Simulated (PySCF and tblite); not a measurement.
Values are calculated unless marked as measured or tabulated.
C8H11FO, numbered as in [O:1]=[C:2]1[CH2:3][C@H:4]2[CH2:5][CH2:6][C@:7]1([CH2:8][F:9])[CH2:10]2.

Conformers came from 60 starts (ETKDG and KDG, MMFF94s, GFN2-xTB); geometries are GFN2-xTB. Weights use PBE0-D3(BJ)/def2-SVP (IEF-PCM, cyclohexane) energies plus GFN2-xTB zero-point and thermal terms (modes under about 100 cm⁻¹ blended into free rotors). Symmetry numbers and mirror images are counted. Conformers within 2.5 kcal/mol (GFN2-xTB free energy) were kept, 2 at most. Programs: PySCF with density fitting and tblite.

Torsions listed: C6–C7–C8–F9. The 5-ring runs over atoms 2–3–4–10–7. The 5-ring runs over atoms 4–5–6–7–10.

| conformer | shape | symmetry | E(GFN2) kcal/mol |
| --- | --- | --- | --- |
| 1 | 5-ring between envelope and twist (ring torsions 39, -56, 51, -29, -6°); 5-ring envelope (ring torsions 1, 34, -55, 56, -36°); -166° | C1 | 1.19 |
| 2 | 5-ring envelope (ring torsions 38, -55, 52, -31, -4°); 5-ring envelope (ring torsions 2, 33, -54, 56, -37°); -57° | C1 | 0.00 |

(1) Which of these conformers is the most populated at 298.15 K, and with what share?

(2) Give the DFT energies and free energies relative to the lowest, and all weights.

(3) How does its share change from 250 K to 350 K?

Results:

(1) Conformer 2, about 71 %.

(2) 
```
conformer                                                                                                                                 shape  E(DFT) kcal/mol  G(298.15 K) kcal/mol  weight %
        1  5-ring between envelope and twist (ring torsions 39, -56, 51, -29, -6°); 5-ring envelope (ring torsions 1, 34, -55, 56, -36°); -166°             0.54                  0.54      28.6
        2                     5-ring envelope (ring torsions 38, -55, 52, -31, -4°); 5-ring envelope (ring torsions 2, 33, -54, 56, -37°); -57°             0.00                  0.00      71.4
```

(3) From 75 % to 69 %; the mixing entropy goes from 1.12 to 1.24 cal/(mol K).


Conformer gaps in def2-SVP on xTB geometries can be 2 kcal/mol too large for S=O, P=O and other polar bonds.